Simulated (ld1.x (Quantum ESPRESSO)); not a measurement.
## u(r) = r·R(r): atom against pseudo-atom (sulfur)

Columns: radius, all-electron u(r) and pseudo u(r) of the 3s shell (level -27.63 eV) of sulfur in the configuration [Ne] 3s2 3p3; LDA (PZ), scalar-relativistic, TM semilocal scheme, ld1.x (Quantum ESPRESSO) 7.5.

```json
{"r (bohr)": "0.053", "all-electron": "0.2283", "pseudo": "0.0633"}
{"r (bohr)": "0.105", "all-electron": "0.0947", "pseudo": "0.1218"}
{"r (bohr)": "0.158", "all-electron": "-0.1132", "pseudo": "0.1740"}
{"r (bohr)": "0.210", "all-electron": "-0.2824", "pseudo": "0.2154"}
{"r (bohr)": "0.262", "all-electron": "-0.3866", "pseudo": "0.2455"}
{"r (bohr)": "0.315", "all-electron": "-0.4260", "pseudo": "0.2647"}
{"r (bohr)": "0.368", "all-electron": "-0.4094", "pseudo": "0.2741"}
{"r (bohr)": "0.420", "all-electron": "-0.3522", "pseudo": "0.2770"}
{"r (bohr)": "0.473", "all-electron": "-0.2655", "pseudo": "0.2775"}
{"r (bohr)": "0.525", "all-electron": "-0.1632", "pseudo": "0.2795"}
{"r (bohr)": "0.578", "all-electron": "-0.0499", "pseudo": "0.2867"}
{"r (bohr)": "0.630", "all-electron": "0.0636", "pseudo": "0.3021"}
{"r (bohr)": "0.683", "all-electron": "0.1770", "pseudo": "0.3290"}
{"r (bohr)": "0.735", "all-electron": "0.2826", "pseudo": "0.3680"}
{"r (bohr)": "0.788", "all-electron": "0.3824", "pseudo": "0.4212"}
{"r (bohr)": "0.840", "all-electron": "0.4711", "pseudo": "0.4842"}
{"r (bohr)": "0.893", "all-electron": "0.5516", "pseudo": "0.5540"}
{"r (bohr)": "0.945", "all-electron": "0.6205", "pseudo": "0.6206"}
{"r (bohr)": "0.998", "all-electron": "0.6806", "pseudo": "0.6806"}
{"r (bohr)": "1.050", "all-electron": "0.7300", "pseudo": "0.7300"}
{"r (bohr)": "1.102", "all-electron": "0.7704", "pseudo": "0.7704"}
{"r (bohr)": "1.155", "all-electron": "0.8030", "pseudo": "0.8030"}
{"r (bohr)": "1.208", "all-electron": "0.8275", "pseudo": "0.8275"}
{"r (bohr)": "1.260", "all-electron": "0.8444", "pseudo": "0.8444"}
{"r (bohr)": "1.313", "all-electron": "0.8550", "pseudo": "0.8550"}
{"r (bohr)": "1.365", "all-electron": "0.8598", "pseudo": "0.8598"}
```

Question: How many radial nodes do the two functions have?

Answer: The all-electron 3s function has n − l − 1 = 2; the pseudo-wave has 0, since the states of the same l below it are removed with the core.

Question: At about which radius was the pseudo-wave matched?

Answer: 1.00 bohr. The columns agree to 0.0005 from 0.94 bohr on; several derivatives are matched, so the curves merge somewhat inside the radius.

Question: Is the pseudo-wave norm-conserving?

Answer: Yes: the TM semilocal scheme keeps the norm inside the radius equal to the all-electron one, which fixes the energy derivative of the logarithmic derivative at the level.
